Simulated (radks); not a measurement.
Question: As10+, configuration [Ar] 3d5. All-electron calculation, scalar-relativistic Kohn-Sham, r2SCAN, spin-polarised, spherical densities, finite nucleus; open shells are filled with parallel spins first; meta-GGA in the generalised Kohn-Sham scheme; Fermi nuclear charge, rms radius 4.0968 fm. Program: a radial shooting solver on a logarithmic mesh with Libxc functionals. Some entries of the table are withheld. Estimate them.

| orbital | occ. | eigenvalue (eV) | <1/r> (bohr^-1) | r(max) (bohr) |
|---|---|---|---|---|
| 1s down | 1 | -12011.34 | 33.46 | 0.02974 |
| 1s up | 1 | -12011.32 | 33.46 | 0.02974 |
| 2s up | 1 | -1765.418 | 7.383 | 0.1700 |
| 2s down | 1 | -1757.099 | 7.409 | 0.1697 |
| 2p up | 3 | -1578.055 | 7.217 | 0.1365 |
| 2p down | 3 | -1571.862 | 7.239 | 0.1362 |
| 3s up | 1 | -434.7189 | 2.546 | 0.5067 |
| 3s down | 1 | -422.5197 | 2.513 | 0.5090 |
| 3p up | 3 | (1) | 2.423 | 0.5011 |
| 3p down | 3 | (2) | 2.388 | 0.5043 |
| 3d up | 5 | -278.9918 | 2.220 | 0.4379 |
| 3d down | 0 | -265.0427 | 2.190 | 0.4439 |

Answer: 
(1) 3p up eigenvalue (eV): -374.9433
(2) 3p down eigenvalue (eV): -362.4737
